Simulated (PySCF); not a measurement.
# Spin-rotation constants: `N[C@@H]1CC=C(F)[C@@H]1F`, C5H7F2N

Molfile (atoms numbered from 1):
```
C5H7F2N
     RDKit          3D

 15 15  0  0  0  0  0  0  0  0999 V2000
   -1.7524   -1.0069    0.1910 N   0  0  0  0  0  0  0  0  0  0  0  0
   -0.5863   -0.4302   -0.4238 C   0  0  2  0  0  0  0  0  0  0  0  0
    0.7156   -1.0715    0.1090 C   0  0  0  0  0  0  0  0  0  0  0  0
    1.7037    0.0507    0.1286 C   0  0  0  0  0  0  0  0  0  0  0  0
    1.1027    1.2140   -0.0584 C   0  0  0  0  0  0  0  0  0  0  0  0
    1.6930    2.4165   -0.1127 F   0  0  0  0  0  0  0  0  0  0  0  0
   -0.3857    1.1016   -0.1982 C   0  0  2  0  0  0  0  0  0  0  0  0
   -1.0122    1.4846    0.9807 F   0  0  0  0  0  0  0  0  0  0  0  0
   -1.7680   -0.7960    1.1839 H   0  0  0  0  0  0  0  0  0  0  0  0
   -2.6022   -0.6336   -0.2170 H   0  0  0  0  0  0  0  0  0  0  0  0
   -0.6535   -0.5978   -1.5038 H   0  0  0  0  0  0  0  0  0  0  0  0
    1.0422   -1.8992   -0.5189 H   0  0  0  0  0  0  0  0  0  0  0  0
    0.5565   -1.4633    1.1163 H   0  0  0  0  0  0  0  0  0  0  0  0
    2.7571   -0.0988    0.2799 H   0  0  0  0  0  0  0  0  0  0  0  0
   -0.8148    1.7380   -0.9785 H   0  0  0  0  0  0  0  0  0  0  0  0
  1  2  1  0
  2  3  1  0
  3  4  1  0
  4  5  2  0
  5  6  1  0
  5  7  1  0
  7  8  1  0
  7  2  1  0
  1  9  1  0
  1 10  1  0
  2 11  1  6
  3 12  1  0
  3 13  1  0
  4 14  1  0
  7 15  1  6
M  END
```

Computed, not measured: GIAO HCTH407/6-31G* magnetisability, rotational g tensor and spin-rotation constants, non-relativistic, gas phase (PySCF 2.14.0). Geometry: GFN2-xTB.

Task: Give the nuclear spin-rotation constants along the inertial axes (H = +C I·J) beside the isotropic shieldings.

Result: Rotational constants 3.3793, 1.7796, 1.3002 GHz. A star marks the isotopologue with that one atom substituted, in its own axes.
```
atom  isotope  Caa (kHz)  Cbb (kHz)  Ccc (kHz)  mean (kHz)  σ (ppm)
  N1      14N      0.163      0.077      0.048       0.096    229.3
  F6      19F      4.167      2.367      0.685       2.406    291.9
  F8      19F      1.545      0.881      0.774       1.066    382.3
  H9       1H     -0.401     -0.193     -0.003      -0.199     31.5
 H10       1H     -0.342     -0.096     -0.112      -0.183     32.1
 H11       1H     -0.347     -0.180      0.049      -0.159     28.9
 H12       1H     -0.332      0.012     -0.116      -0.145     29.8
 H13       1H     -0.316     -0.199      0.022      -0.164     30.2
 H14       1H     -0.110     -0.019     -0.135      -0.088     27.5
 H15       1H     -0.317     -0.089     -0.001      -0.136     27.6
  C2     13C*      0.598      0.318      0.286       0.400    135.7
  C3     13C*      0.493      0.308      0.219       0.340    155.0
  C4     13C*      1.278      0.446      0.205       0.643     89.3
  C5     13C*      1.538      0.500      0.349       0.796     41.5
  C7     13C*      0.867      0.450      0.294       0.537    100.2
```
For the geometry as given, no vibrational averaging.
